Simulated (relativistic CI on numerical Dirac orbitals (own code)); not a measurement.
Method of calculation: Dirac-Coulomb-Breit CI, orbitals from a KLI potential per configuration, model QED, unscaled Slater integrals (own radial code, finite nucleus).

CI space (outside the closed core [Kr] 4d10): 4f14 5s2 5p5, 4f14 5s 5p6, 4f14 5s2 5p4 5d, 4f13 5s2 5p6, 4f14 5s 5p5 5d, 4f14 5s2 5p4 5f, 4f14 5s2 5p4 5g, 4f14 5s 5p5 5f, 4f14 5s2 5p4 6s, 4f13 5s2 5p5 5d, 4f14 5p6 5d, 4f14 5s2 5p4 6p, 4f14 5s 5p4 5d2, 4f14 5s 5p5 5g, 4f14 5s2 5p3 5d 5f, 4f14 5s2 5p4 6d, 4f14 5p6 6s, 4f14 5s 5p5 6s, 4f13 5s2 5p5 6s, 4f14 5s 5p4 5d 6s, 4f14 5p6 5f, 4f14 5s2 5p3 5d2, 4f14 5s2 5p2 5d3, 4f14 5s 5p3 5d3, 4f14 5s2 5p2 5d2 5f, 4f14 5s2 5p2 5d2 5g, 4f14 5p5 5d2, 4f14 5p4 5d3, 4f13 5p6 5d2, 4f14 5p4 5d2 5f, 4f14 5p4 5d2 5g, 4f14 5s2 5p3 5d 6s, 4f14 5s2 5p2 5d2 6s, 4f14 5s 5p3 5d2 6s, 4f14 5s2 5p2 5d 5f 6s, 4f14 5s2 5p2 5d 5g 6s, 4f14 5s2 5p3 6s2, 4f14 5s2 5p2 5d 6s2, 4f14 5s 5p3 5d 6s2, 4f14 5s2 5p2 5f 6s2, 4f14 5s2 5p2 5g 6s2. Double excitations out of closed p, d and f shells are left out; levels of such configurations are missing from the list, as are those of other unlisted configurations, and high levels can miss mixing partners. Some configurations lack a partner that the ground configuration has and come out too high, among them 4f14 5s 5p5 5f, 4f13 5s2 5p5 5d, 4f14 5s2 5p4 6p, 4f14 5s 5p5 5g, 4f14 5s2 5p4 6d.

At this charge transitions that keep the count of f electrons are usually good to a few per cent. Levels and lines within the n = 5 or 6 shells can be off by up to 10 % or somewhat more, and those that change n by about 2 %, since core polarisation is missing. Levels that differ in their count of f electrons can be misplaced by several ten thousand cm⁻¹, since the correlation energy of f electrons is missing or only estimated; rates across such gaps can be off by orders of magnitude.

Outline of the computed level scheme of Tl XV. Lowest level of each configuration: 4f14 5s2 5p5 2P°_3/2 at 0.000 eV; 4f14 5s2 5p4 5d 4P_1/2 at 62.843 eV; 4f13 5s2 5p6 2F°_7/2 at 71.732 eV; 4f14 5s2 5p4 6s 4P_5/2 at 123.311 eV; 4f14 5s 5p5 5d 4P°_1/2 at 127.328 eV; 4f14 5s2 5p3 5d2 4D°_1/2 at 129.136 eV.

Some strong electric-dipole decays among the lowest 45 levels: 4f14 5s2 5p4 5d 2S_1/2 → 4f14 5s2 5p5 2P°_3/2 (6.2e+11 s⁻¹); 4f14 5s2 5p4 5d 2D_5/2 → 4f14 5s2 5p5 2P°_3/2 (5.7e+11 s⁻¹); 4f14 5s2 5p4 5d 2D_3/2 → 4f14 5s2 5p5 2P°_1/2 (4.8e+11 s⁻¹); 4f14 5s2 5p4 5d 2P_1/2 → 4f14 5s2 5p5 2P°_1/2 (4.5e+11 s⁻¹); 4f14 5s2 5p4 5d 2P_3/2 → 4f14 5s2 5p5 2P°_3/2 (4.4e+11 s⁻¹); 4f14 5s2 5p4 6s 2P_3/2 → 4f14 5s2 5p5 2P°_3/2 (2.6e+11 s⁻¹); 4f14 5s2 5p4 5d 2D_3/2 → 4f14 5s2 5p5 2P°_1/2 (1.8e+11 s⁻¹); 4f14 5s2 5p4 5d 2D_5/2 → 4f14 5s2 5p5 2P°_3/2 (1.4e+11 s⁻¹).

LS names give the leading component of a level, which can be under half, so a name can repeat, a term be missing and a line seem to break the LS rules.
